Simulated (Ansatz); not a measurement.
`[CH2]1[S][GaH]1` at its PBE0-D4/def2-TZVP geometry, where that method's forces vanish. Total charge 0; spin multiplicity 1.

```xyz
6

C     0.7072    0.4139    0.1104
S     0.6228   -1.0171   -1.1138
Ga   -1.0641   -0.3543    0.0693
H     0.9037    1.3692   -0.3666
H     1.3722    0.2187    0.9461
H    -2.5418   -0.6305    0.3546
```

(1) What forces (eV/Å) does r2SCAN-D4/def2-TZVPP give on these atoms in Ansatz? (Best estimate.)

Answers

(1) The calculation gave: 
```
C1  -0.004  0.155  0.137
S2  -0.050 -0.148 -0.112
Ga3 -0.086 -0.001  0.029
H4  -0.005 -0.015  0.002
H5  -0.010 -0.002 -0.012
H6   0.154  0.011 -0.045
```
